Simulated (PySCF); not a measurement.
Si(F)(Cl)(Br)(OH) (BrClFHOSi), SMILES O[Si](F)(Cl)Br.

Geometry: B3LYP-D3(BJ)/def2-SVP. One conformer was computed; it need not be the lowest.

Computed with TDA-PBE/def2-SVPD in PySCF 2.14.0.

Vertical excitations. 

Computed UV-visible absorptions:
```
state  energy (eV)  λ (nm)      f                                             main pairs
-----  -----------  ------  -----  -----------------------------------------------------
S1            6.33     196  0.019                       HOMO−1→LUMO 65 %, HOMO→LUMO 33 %
S2            6.33     196  0.026                       HOMO→LUMO 64 %, HOMO−1→LUMO 34 %
S3            6.96     178  0.004                                       HOMO−2→LUMO 98 %
S4            7.14     174  0.002                                     HOMO−1→LUMO+1 95 %
S5            7.21     172  0.001                     HOMO→LUMO+1 78 %, HOMO−3→LUMO 16 %
S6            7.31     170  0.041                                       HOMO−3→LUMO 77 %
S7            7.65     162  0.026                                       HOMO−4→LUMO 81 %
S8            7.82     158  0.008                                     HOMO−2→LUMO+1 86 %
S9            7.90     157  0.003                                       HOMO→LUMO+2 85 %
S10           7.95     156  0.018  HOMO−5→LUMO 43 %, HOMO−1→LUMO+2 36 %, HOMO→LUMO+2 7 %
T1            5.96     208      0                                         HOMO→LUMO 96 %
T2            5.97     208      0                                       HOMO−1→LUMO 97 %
T3            6.69     185      0                                       HOMO−2→LUMO 99 %
T4            6.90     180      0                     HOMO→LUMO+1 46 %, HOMO−3→LUMO 45 %
```
Triplets are in the Tamm–Dancoff approximation.
